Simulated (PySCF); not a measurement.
**Trend along the chalcogens: MTi molecules**

PBE0 with triple-zeta basis sets in PySCF, for the lowest determinant that a PBE0 search found; no spin–orbit coupling. De refers to high-spin ground-configuration atoms. A positive dipole means M(−)Ti(+).

```json
{"M": "O", "basis": "def2-TZVPP", "state (unpaired electrons)": "triplet (σ ↑, δ ↑)", "Re (Å)": "1.597", "ωe (cm⁻¹)": "1070", "De (eV)": "n/a", "μ (D)": "3.46"}
{"M": "S", "basis": "def2-TZVPP", "state (unpaired electrons)": "triplet (σ ↑, δ ↑)", "Re (Å)": "2.068", "ωe (cm⁻¹)": "584", "De (eV)": "n/a", "μ (D)": "5.59"}
{"M": "Se", "basis": "x2c-TZVPPall", "state (unpaired electrons)": "triplet (σ ↑, δ ↑)", "Re (Å)": "2.201", "ωe (cm⁻¹)": "427", "De (eV)": "n/a", "μ (D)": "5.84"}
```

The shortest bond is that of TiO (1.597 Å), the longest that of TiSe (2.201 Å).

The rows differ in basis set, which adds steps of its own.

Down a group the atoms grow and get heavier, so bonds lengthen and wavenumbers fall; this series shows no clear exception.

De is left out where the level can put another filling of the metal’s s and d shells below the measured ground configuration, by anything from nothing to about 1 eV. Spin–orbit coupling is left out. The state is the lowest single determinant that the PBE0 search found; with open d or f shells the true ground state can be another one.
